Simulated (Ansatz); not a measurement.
## Abstraction of F: GeH3F + CBrCl2 → GeH3 + CBrCl2F

Species: GeH3F (fluorogermane) `[F][GeH3]`, singlet; CBrCl2 `Cl[C](Cl)Br`, doublet; GeH3 `[GeH3]`, doublet; CBrCl2F (bromodichlorofluoromethane) `FC(Cl)(Cl)Br`, singlet. A radical takes F: the energy is the difference in strength between the Ge–F bond broken and the C–F bond made.

Shapes, held fixed at every level: PBE0-D4/def2-TZVP. Programs: Ansatz 0.2.0. The zero-point and thermal change to 298 K, harmonic and unscaled (PBE0-D4/def2-TZVP), is -2.3 kJ/mol.

```
              level                    kind  ΔH(298 K) (kJ/mol)  less CCSD(T)/def2-TZVPP
        HF/def2-SVP            Hartree–Fock              +106.4                    +11.0
      HF/def2-TZVPP            Hartree–Fock              +120.9                    +25.5
  PBE-D4/def2-TZVPP                     GGA               +86.2                     -9.2
BHLYP-D4/def2-TZVPP           global hybrid              +106.4                    +11.0
 wB97M-V/def2-TZVPP  range-separated hybrid               +83.4                    -12.0
       MP2/def2-SVP     perturbation theory               +74.1                    -21.3
     MP2/def2-TZVPP     perturbation theory               +90.6                     -4.8
 CCSD(T)/def2-TZVPP   coupled cluster or CI               +95.4                      0.0
```

The highest level, CCSD(T)/def2-TZVPP, gives ΔH(298 K) = +95.4 kJ/mol; the levels span +74.1 to +120.9. The column of differences is taken from that level and isn't an error. No measured value is set beside it here. Open shells run unrestricted unless RO is named. Relativity is left out for Br, Ge unless named. Correlated rows may include outer-core shells of Br, Ge, which these sets cover unevenly.
